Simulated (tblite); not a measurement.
Compound: C₄H₇FN₂.
SMILES with atom numbers: `[CH3:1][N:2]1[CH2:3][C@H:4]([F:5])[CH:6]=[N:7]1` (hydrogens: H8, H9, H10 on C1; H11, H12 on C3; H13 on C4; H14 on C6)

Computed with GFN2-xTB (tblite), gas phase: L-BFGS steps from a force-field or distance-geometry start until the largest atomic force falls under 0.01 eV/Å.

Step 0: E = -617.0357 eV
```
atom  x, y, z in Å  |  force x, y, z in eV/Å
C1      2.0290   -0.0991    0.4291   -0.871   0.393   0.065
N2      0.5768   -0.1234    0.3396    0.838  -0.247   1.818
C3     -0.1327   -0.1476   -0.9100    0.217  -0.263  -0.335
C4     -1.5938    0.0006   -0.5036    0.793  -0.712   0.878
F5     -2.1893    1.0286   -1.1313   -0.689   0.723  -0.621
C6     -1.4148    0.2552    0.9647    0.092   0.363   1.870
N7     -0.1980    0.1855    1.4174   -1.087  -0.236  -2.479
H8      2.3789    0.8870    0.0982    0.273  -0.143   0.017
H9      2.3400   -0.2727    1.4638   -0.221   0.081  -0.241
H10     2.4264   -0.8824   -0.2060    0.134  -0.060  -0.116
H11     0.0527   -1.0925   -1.4256    0.114   0.013  -0.125
H12     0.1857    0.6916   -1.5314   -0.029   0.095  -0.252
H13    -2.1883   -0.9118   -0.6412   -0.149   0.118  -0.320
H14    -2.2734    0.4805    1.5992    0.585  -0.124  -0.158
```

Step 1: E = -617.1748 eV
```
atom  x, y, z in Å  |  force x, y, z in eV/Å
C1      2.0165   -0.0934    0.4300   -0.087   0.101   0.161
N2      0.5888   -0.1269    0.3656   -0.247  -0.383  -0.041
C3     -0.1296   -0.1513   -0.9148    0.340  -0.114   0.173
C4     -1.5825   -0.0096   -0.4910    0.046   0.063   0.307
F5     -2.1991    1.0389   -1.1401   -0.170  -0.028  -0.092
C6     -1.4135    0.2604    0.9914   -0.828   0.062  -0.297
N7     -0.2135    0.1821    1.3820    0.757   0.011   0.075
H8      2.3829    0.8850    0.0984    0.222  -0.048  -0.012
H9      2.3369   -0.2716    1.4604   -0.127   0.089  -0.162
H10     2.4283   -0.8833   -0.2077   -0.053   0.147   0.052
H11     0.0544   -1.0923   -1.4274    0.154  -0.067  -0.136
H12     0.1853    0.6929   -1.5350   -0.038  -0.004  -0.118
H13    -2.1904   -0.9101   -0.6458   -0.077   0.140  -0.244
H14    -2.2650    0.4787    1.5970    0.107   0.030   0.335
```

Q: Estimate the geometry and energy of step 2. (The exact step hangs on the optimiser's Hessian estimate; all steps are aligned on step 1, rigid shifts and turns removed.)

A: E = -617.1890 eV, largest force 0.532 eV/Å
```
atom  x, y, z in Å  |  force x, y, z in eV/Å
C1      2.0141   -0.0915    0.4323   -0.034   0.032  -0.003
N2      0.5866   -0.1325    0.3677   -0.029  -0.353  -0.215
C3     -0.1246   -0.1533   -0.9129    0.155  -0.064   0.121
C4     -1.5807   -0.0097   -0.4855   -0.079   0.095   0.080
F5     -2.2025    1.0396   -1.1423   -0.069  -0.118  -0.036
C6     -1.4247    0.2618    0.9900    0.525  -0.056  -0.066
N7     -0.2047    0.1819    1.3794   -0.450   0.131   0.024
H8      2.3863    0.8841    0.0983    0.161  -0.036  -0.003
H9      2.3348   -0.2702    1.4578   -0.091   0.074  -0.031
H10     2.4278   -0.8813   -0.2071   -0.069   0.169   0.078
H11     0.0566   -1.0932   -1.4295    0.145  -0.053  -0.117
H12     0.1848    0.6930   -1.5370   -0.028  -0.046  -0.056
H13    -2.1917   -0.9080   -0.6496   -0.046   0.146  -0.225
H14    -2.2627    0.4790    1.6013   -0.092   0.079   0.449
```

The energy changes by -0.0142 eV. The first-order estimate −F·Δx gives -0.0303 eV and the mean of the old and new forces, exact on a quadratic surface, -0.0144 eV. The step makes an angle of 18° with the force vector and moves no atom by more than 0.011 Å.

What follows is the cost of the whole relaxation. The run took 0.25 s of wall time on Arm Neoverse V1, one thread, on a shared host.
